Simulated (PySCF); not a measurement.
**Basis-set dependence of BI at CCSD**

PySCF, RHF reference; singlet, unpaired electrons none; De to B + I without counterpoise correction. Frozen cores follow the default of each basis and core potential.

```
                     basis                           relativity  functions  Re (Å)  ωe (cm⁻¹)  De (eV)  frozen orbitals
        cc-pVDZ/cc-pVDZ-PP  scalar-relativistic core potentials         37   2.159        582     3.26                5
                x2c-SVPall                        spin-free X2C         50   2.135        595     3.36               19
aug-cc-pVDZ/aug-cc-pVDZ-PP  scalar-relativistic core potentials         55   2.163        568     3.30                5
                def2-TZVPP  scalar-relativistic core potentials         81   2.127        587     3.43                5
```

(1) How does each smaller set differ from the one with most functions, def2-TZVPP?

Correlated steps freeze the inner cores (5 to 19 orbitals); shallow outer-core shells are correlated. Correlated levels converge slowly with the basis: in double zeta they bind strong bonds too weakly, by up to about 1 eV, and carry superposition errors of some tenths. These are scalar-relativistic numbers at best; spin–orbit coupling would shift them, the dissociation energy most. Where the molecule has an RHF reference, its open-shell atoms are computed with UHF.

## Answers

(1) cc-pVDZ/cc-pVDZ-PP: +3.2 pm, -0.9 % in ωe, -0.17 eV in De; x2c-SVPall: +0.8 pm, +1.4 % in ωe, -0.07 eV in De; aug-cc-pVDZ/aug-cc-pVDZ-PP: +3.6 pm, -3.2 % in ωe, -0.13 eV in De. All at CCSD; the set with most functions is neither the basis-set limit nor always the best. The rows treat relativity differently, so the differences are not basis effects alone.
